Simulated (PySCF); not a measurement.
**Magnetic susceptibility: `InChI=1S/C4H7N3Si/c1-2-3-4(8)6-7-5-3/h2H,1H2,8H3,(H,5,6,7)`**

Cartesian coordinates in Å; atom numbers follow the order of the lines, from 1:
```xyz
15

C     2.715   -0.033   -0.332
C     1.480   -0.394   -0.003
C     0.320    0.438   -0.213
N     0.352    1.663   -0.733
N    -0.903    2.046   -0.743
N    -1.765    1.172   -0.273
C    -1.035    0.123    0.083
Si   -1.801   -1.422    0.810
H     2.906    0.927   -0.781
H     3.560   -0.678   -0.164
H     1.271   -1.356    0.448
H    -1.184    2.951   -1.091
H    -1.216   -1.647    2.137
H    -3.244   -1.230    0.894
H    -1.462   -2.551   -0.063
```

Method: PySCF 2.14.0, GIAO B3LYP/pcSseg-1 magnetisability, rotational g tensor and spin-rotation constants, non-relativistic, gas phase. Geometry: GFN2-xTB.

Q: What are the magnetisability and the molar susceptibility?

A: Isotropic -1149 × 10⁻³⁰ J/T², or -69.2 × 10⁻⁶ cm³/mol; principal values -1713, -921, -813 × 10⁻³⁰ J/T², anisotropy 851 × 10⁻³⁰ J/T² (root of half the summed squared differences of the principal values). The susceptibility is in cgs units.

Q: Split it along the inertial axes a, b, c into diamagnetic and paramagnetic parts about the centre of mass, with the quadrupole moment.

A: 
| axis | χ (10⁻⁶ cm³/mol) | diamagnetic (10⁻⁶ cm³/mol) | paramagnetic (10⁻⁶ cm³/mol) | summed x² of all electrons (Å²) | quadrupole Θ (D Å) |
| --- | --- | --- | --- | --- | --- |
| a | -55.4 | -604.0 | 548.6 | 197.0 | -4.45 |
| b | -49.0 | -899.4 | 850.4 | 127.4 | +10.48 |
| c | -103.1 | -1376.4 | 1273.3 | 15.0 | -6.04 |

Anisotropies 2χaa − χbb − χcc = +41.4 and 2χbb − χaa − χcc = +60.5 × 10⁻⁶ cm³/mol. Θ is traceless in Buckingham's convention.

Q: And the rotational g tensor?

A: 
```tsv
axis	rotational constant (GHz)	g	nuclear part	electronic part
a	2.3901	-0.0422	0.5738	-0.6160
b	1.5236	-0.0378	0.5709	-0.6087
c	0.9405	+0.0049	0.5675	-0.5626
```
Asymmetric top; isotopes 12C, 1H, 14N, 28Si; no vibrational averaging.
